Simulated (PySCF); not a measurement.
Ga(Me)2(PH2) (C₂H₈GaP), SMILES [CH3][Ga]([CH3])[PH2]. Atoms are numbered in the order given.

```xyz
12

Ga    -0.2081     0.0162    -0.2514
C     -1.6422    -1.3451    -0.4291
H     -1.8159    -1.5988    -1.4873
H     -2.5837    -0.9224    -0.0362
H     -1.4241    -2.2669     0.1300
C     -0.0790     1.5568    -1.4976
H      0.5495     1.2667    -2.3579
H      0.3906     2.4326    -1.0245
H     -1.0668     1.8445    -1.8909
P      1.2533    -0.0910     1.5812
H      2.4100     0.3241     0.8521
H      1.5196    -1.4889     1.4517
```

Geometry optimised at B3LYP-D3(BJ)/def2-SVP. The structure was generated by enumeration; whether it is a known compound was not checked. The values are those of a single conformer.

The numbers are results of TDA-PBE/def2-SVPD run with PySCF 2.14.0, not measurements.

Vertical excitations. 

Computed lowest excited states:
| state | energy (eV) | λ (nm) | f | main pairs |
|---|---|---|---|---|
| S1 | 4.39 | 283 | 0.024 | HOMO→LUMO 93 % |
| S2 | 4.97 | 249 | 0.001 | HOMO−1→LUMO 99 % |
| S3 | 5.12 | 242 | 0.077 | HOMO→LUMO+1 94 % |
| S4 | 5.71 | 217 | 0.011 | HOMO−2→LUMO 86 % |
| S5 | 5.76 | 215 | 0.003 | HOMO→LUMO+2 92 % |
| S6 | 5.96 | 208 | 0.061 | HOMO−1→LUMO+1 90 % |
| S7 | 6.34 | 195 | 0.011 | HOMO→LUMO+4 61 %, HOMO→LUMO+3 32 % |
| S8 | 6.47 | 191 | 0.004 | HOMO−1→LUMO+2 77 %, HOMO−2→LUMO+1 19 % |
| S9 | 6.49 | 191 | 0.025 | HOMO→LUMO+5 95 % |
| S10 | 6.54 | 190 | 0.040 | HOMO−2→LUMO+1 66 %, HOMO→LUMO+4 14 % |
| T1 | 3.76 | 329 | 0 | HOMO→LUMO 99 % |
| T2 | 4.67 | 265 | 0 | HOMO−1→LUMO 100 % |
| T3 | 4.85 | 255 | 0 | HOMO→LUMO+1 98 % |
| T4 | 5.31 | 233 | 0 | HOMO→LUMO+2 96 % |
Triplets are in the Tamm–Dancoff approximation.
